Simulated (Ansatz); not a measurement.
All numbers were calculated with Ansatz.

`F[B]1C[SiH2][GeH2]1` at its PBE0-D4/def2-TZVP geometry, where that method's forces vanish. Total charge 0; spin multiplicity 1.

```csv
atom,x (Å),y (Å),z (Å)
F1,-2.4894,-0.8750,0.3647
B2,-1.2706,-0.4199,0.1569
C3,0.0039,-0.8965,0.9570
Si4,1.3230,0.1867,0.1044
Ge5,-0.5084,1.0115,-1.1966
H6,0.1702,-1.9755,0.8504
H7,-0.1009,-0.7147,2.0337
H8,1.9872,1.1371,1.0367
H9,2.3643,-0.6095,-0.5996
H10,-0.5464,0.6783,-2.6972
H11,-0.9330,2.4776,-1.0105
```

Problem. For each bond, give half the difference of the two atoms' forces along it (eV/Å; positive pushes the atoms apart) under PBE-D4, r2SCAN-D4, B3LYP-D4, ωB97M-V in def2-TZVPP. (Estimate.)

Solution. The calculation gave: 
| bond | length (Å) | PBE-D4 | r2SCAN-D4 | B3LYP-D4 | ωB97M-V |
| --- | --- | --- | --- | --- | --- |
| F1–B2 | 1.318 | 0.50 | 0.18 | 0.11 | 0.20 |
| B2–C3 | 1.578 | -0.13 | -0.03 | 0.00 | 0.01 |
| B2–Ge5 | 2.112 | -0.17 | -0.05 | 0.06 | -0.05 |
| C3–Si4 | 1.908 | 0.03 | 0.03 | 0.15 | 0.04 |
| C3–H6 | 1.097 | 0.12 | 0.00 | -0.06 | -0.06 |
| C3–H7 | 1.097 | 0.12 | -0.01 | -0.06 | -0.06 |
| Si4–Ge5 | 2.393 | -0.02 | 0.01 | 0.18 | 0.04 |
| Si4–H8 | 1.488 | 0.07 | -0.02 | -0.14 | -0.11 |
| Si4–H9 | 1.488 | 0.07 | -0.02 | -0.14 | -0.11 |
| Ge5–H10 | 1.538 | 0.09 | -0.04 | -0.03 | -0.07 |
| Ge5–H11 | 1.538 | 0.09 | -0.04 | -0.03 | -0.07 |

B3LYP here is the variant with VWN-RPA as its local correlation; programs differ in this.
